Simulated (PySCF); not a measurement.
`O=COC1=CCC[C@@H]1C=O`, C7H8O3

Molfile (atoms numbered from 1):
```
C7H8O3
     RDKit          3D

 18 18  0  0  0  0  0  0  0  0999 V2000
    2.8043    0.0853    1.0615 O   0  0  0  0  0  0  0  0  0  0  0  0
    2.7798   -0.5307    0.0375 C   0  0  0  0  0  0  0  0  0  0  0  0
    1.7222   -0.9217   -0.6589 O   0  0  0  0  0  0  0  0  0  0  0  0
    0.4266   -0.6386   -0.2662 C   0  0  0  0  0  0  0  0  0  0  0  0
   -0.6176   -1.3744   -0.6259 C   0  0  0  0  0  0  0  0  0  0  0  0
   -1.9012   -0.8031   -0.1164 C   0  0  0  0  0  0  0  0  0  0  0  0
   -1.4661    0.3480    0.8098 C   0  0  0  0  0  0  0  0  0  0  0  0
    0.0274    0.5800    0.5339 C   0  0  2  0  0  0  0  0  0  0  0  0
    0.2931    1.8252   -0.2838 C   0  0  0  0  0  0  0  0  0  0  0  0
   -0.5344    2.6198   -0.6226 O   0  0  0  0  0  0  0  0  0  0  0  0
    3.6794   -0.8798   -0.4974 H   0  0  0  0  0  0  0  0  0  0  0  0
   -0.5739   -2.2687   -1.2203 H   0  0  0  0  0  0  0  0  0  0  0  0
   -2.4911   -1.5532    0.4113 H   0  0  0  0  0  0  0  0  0  0  0  0
   -2.5044   -0.4421   -0.9525 H   0  0  0  0  0  0  0  0  0  0  0  0
   -2.0228    1.2614    0.6048 H   0  0  0  0  0  0  0  0  0  0  0  0
   -1.6189    0.0784    1.8533 H   0  0  0  0  0  0  0  0  0  0  0  0
    0.6300    0.6702    1.4436 H   0  0  0  0  0  0  0  0  0  0  0  0
    1.3587    1.9502   -0.5567 H   0  0  0  0  0  0  0  0  0  0  0  0
  1  2  2  0
  2  3  1  0
  3  4  1  0
  4  5  2  0
  5  6  1  0
  6  7  1  0
  7  8  1  0
  8  9  1  0
  9 10  2  0
  8  4  1  0
  2 11  1  0
  5 12  1  0
  6 13  1  0
  6 14  1  0
  7 15  1  0
  7 16  1  0
  8 17  1  1
  9 18  1  0
M  END
```

Theory: PySCF, GIAO PBE/pcSseg-1 magnetisability, rotational g tensor and spin-rotation constants, non-relativistic, gas phase. Geometry: GFN2-xTB.

**Question.** Give the nuclear spin-rotation constants along the inertial axes (H = +C I·J) beside the isotropic shieldings.

**Answer.** Rotational constants 1.9053, 1.1754, 0.8670 GHz. A star marks the isotopologue with that one atom substituted, in its own axes.
```csv
atom,isotope,Caa (kHz),Cbb (kHz),Ccc (kHz),mean (kHz),σ (ppm)
H11,1H,0.095,-0.102,-0.043,-0.016,23.4
H12,1H,-0.186,0.038,-0.058,-0.069,26.2
H13,1H,-0.168,-0.028,-0.058,-0.085,29.2
H14,1H,-0.063,-0.128,-0.030,-0.074,29.1
H15,1H,-0.019,-0.054,-0.092,-0.055,28.5
H16,1H,-0.207,-0.122,0.023,-0.102,29.8
H17,1H,-0.121,-0.093,0.014,-0.067,26.0
H18,1H,0.145,-0.057,-0.060,0.010,21.4
O1,17O*,-0.985,-0.319,-0.397,-0.567,-111.4
C2,13C*,0.971,0.337,0.241,0.516,24.2
O3,17O*,-0.540,-0.283,-0.237,-0.353,71.0
C4,13C*,0.773,0.390,0.280,0.481,29.5
C5,13C*,0.706,0.359,0.201,0.422,62.7
C6,13C*,0.307,0.198,0.146,0.217,152.3
C7,13C*,0.290,0.176,0.139,0.202,160.7
C8,13C*,0.471,0.229,0.187,0.296,118.1
C9,13C*,0.980,0.490,0.292,0.587,-17.1
O10,17O*,-1.838,-0.617,-0.229,-0.895,-321.9
```
For the geometry as given, no vibrational averaging.
